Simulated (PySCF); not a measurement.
**Name the molecule from its bond curve**

A diatomic of charge 0 contains I. Its singlet curve at PBE in a triple-zeta basis (spin-free X2C with a Gaussian nucleus, PySCF), in eV from the separated fragments:

R (Å), E (eV) and a bar:
```
    1.386     -2.672 ###########################
    1.451     -3.080 #############
    1.515     -3.319 ####
    1.564     -3.413 #
    1.612     -3.449 
    1.660     -3.439 
    1.725     -3.369 ###
    1.805     -3.214 ########
    1.902     -2.964 #################
    2.031     -2.571 ##############################
```

The fit gives ωe = 2260 cm⁻¹ and the rotational constant Bₑ = 6.393 cm⁻¹.

**Question.** Which atom is the partner?

**Answer.** The minimum lies at 1.624 Å, so the reduced mass is 16.8576 u Å² cm⁻¹/(Bₑ·Re²) = 0.9998 u. With I at 126.90 u the partner weighs about 1.0 u: H. The molecule is HI.

Spin–orbit coupling is left out.
